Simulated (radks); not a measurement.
Task: Coherent X-ray form factor from a spherical all-electron density. Calculated with a radial shooting solver on a logarithmic mesh with Libxc functionals: Dirac Kohn-Sham, PBE, spin-unpolarised, spherical densities, finite nucleus; Fermi nuclear charge, rms radius of each element as measured or else 0.836 A^(1/3) + 0.57 fm.

| sin(theta)/lambda (1/angstrom) | f0 (electrons) |
|---|---|
| 0.05 | 47.984 |
| 0.1 | 45.555 |
| 0.15 | 42.618 |
| 0.2 | 39.624 |
| 0.25 | 36.736 |
| 0.3 | 34.020 |
| 0.4 | 29.243 |
| 0.5 | 25.451 |
| 0.6 | 22.581 |
| 0.8 | 18.736 |
| 1 | 16.034 |
| 1.25 | 13.088 |
| 1.5 | 10.517 |
| 2 | 7.120 |

The species is in the configuration that NIST lists as its ground one. Which atom or ion scatters so?

Result: Neutral indium, [Kr] 4d10 5s2 5p1. Extrapolating in s^2 from the first two rows gives f0(0) = 48.8, near the electron count 49; among species with that count, the fall with angle is slower the higher Z, and the table is that of Z = 49; from so few rows the species is fixed only to a neighbour or two.
